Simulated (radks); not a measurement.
Results of a calculation; reference values are marked as such.
Tl68+, configuration [Ne] 3s2 3p1 (the NIST ground configuration). Level of theory: non-relativistic Kohn-Sham, LDA (Slater exchange, Perdew-Wang correlation), spin-unpolarised, spherical densities, point nucleus; relativity is left out, which matters for an element this heavy (a radial shooting solver on a logarithmic mesh with Libxc functionals).

Radial electron density D(r) = 4 pi r^2 rho(r):

```
   r/bohr * D(r) (the largest magnitude, 123, reaches the edge; | marks zero)
 0.002015 |     *
 0.002541 |        *
  0.00323 |            *
 0.004074 |                 *
 0.005138 |                        *
 0.006531 |                               *
 0.008237 |                                      *
  0.01039 |                                           *
  0.01321 |                                             *
  0.01665 |                                           *
    0.021 |                                        *
   0.0267 |                                      *
  0.03367 |                                         *
   0.0428 |                                                 *
  0.05398 |                                                      *
  0.06808 |                                                *
  0.08654 |                               *
   0.1091 |                *
   0.1376 |           *
    0.175 |          *
   0.2207 |      *
   0.2783 | *
   0.3538 *
   0.4461 *
   0.5672 *
```

D(r) has 2 maxima, at r = 0.0134, 0.0544 bohr, and minima at 0.0263 bohr, inside which lie 2.06 electrons.
